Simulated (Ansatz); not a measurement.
The cluster Ge₃H₅⁻. Total charge -1; singlet. Geometry relaxed at PBE-D4/def2-SVPD.

```xyz
8

Ge    1.2703    0.1267    1.9156
Ge   -0.7000   -1.2887   -1.7797
Ge    0.1763    0.3456   -0.2277
H     1.1213    1.2944   -1.0931
H     0.0333   -0.1873    2.8731
H    -2.0686   -1.6948   -1.0671
H    -1.2815   -0.2752   -2.8688
H     1.4488    1.6792    2.2477
```

The restricted singlet is unstable towards broken spin symmetry in Hartree–Fock (as tested in another run); at PBE-D4/def2-SVPD this wasn't settled. The structure comes from a short search, and lower isomers may exist.

Q: Estimate the harmonic wavenumbers at RKS PBE-D4/def2-SVPD (Ansatz, unscaled). Is this a minimum?

A: 63, 135, 191, 202, 202, 340, 416, 426, 520, 544, 691, 826, 856, 1835, 1847, 1861, 1866, 1882 cm⁻¹. Yes, no mode is imaginary beyond noise. Zero-point energy 88.0 kJ/mol. It took 69 s on 4 threads of Arm Neoverse V1 on a shared host.
